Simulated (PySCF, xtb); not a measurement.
sulfur tetrafluoride (F4S), SMILES FS(F)(F)F.

Harmonic wavenumbers (cm⁻¹) from GFN2-xTB run with xtb 6.7.1 at its own minimum, in rising order: 144, 230, 299, 320, 351, 559, 710, 733, 776.

Task: What does PBE-D3(BJ)/def2-SVP (PySCF) give at its own minimum? (Estimate from the structure and the level; the computed values follow.)

Result: 195, 307, 405, 463, 469, 558, 789, 808, 830. Paired by order, the mean absolute difference is 78 cm⁻¹ and the zero-point energies are 5.9 and 6.9 kcal/mol.
